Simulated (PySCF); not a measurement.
[GeF3]- (charge -1).
Structure used (PBE0-D3(BJ)/def2-SVP), in Å, numbered top down from 1:
```
atom  x, y, z in Å
Ge1   -0.0087    0.0056    0.7073
F2     1.5472   -0.0306   -0.2139
F3    -0.7443    1.3472   -0.2569
F4    -0.7941   -1.3222   -0.2366
```

Computed at PBE0/pcSseg-1 (pcSseg-2 on Ge) (PySCF, non-relativistic), with Q(73Ge) = −0.196 b: Ge1, 73Ge (I = 9/2): χzz = 93.85 MHz, η = 0.003.

Q: Where would the pure quadrupole (NQR) lines of 73Ge at Ge1 fall for the rigid, isolated species?

A: From the eigenvalues of H = χ/[4I(2I − 1)] × [3Iz² − I(I + 1) + η(Ix² − Iy²)], steps between neighbouring levels, labelled as for η = 0: ±1/2↔±3/2 3.911 MHz, ±3/2↔±5/2 7.821 MHz, ±5/2↔±7/2 11.73 MHz, ±7/2↔±9/2 15.64 MHz (germanium bonded to 3 F).

In a crystal, neighbours and librations shift these lines. The calculation is non-relativistic, for germanium too. The pcSseg-1 basis has no diffuse functions, a weakness for an anion. With a basis this small, the couplings can be 20 % off.

The run behind these numbers computed NMR shieldings as well. On one thread, Arm Neoverse V1, on a shared host, this took 6.9 s of wall time.
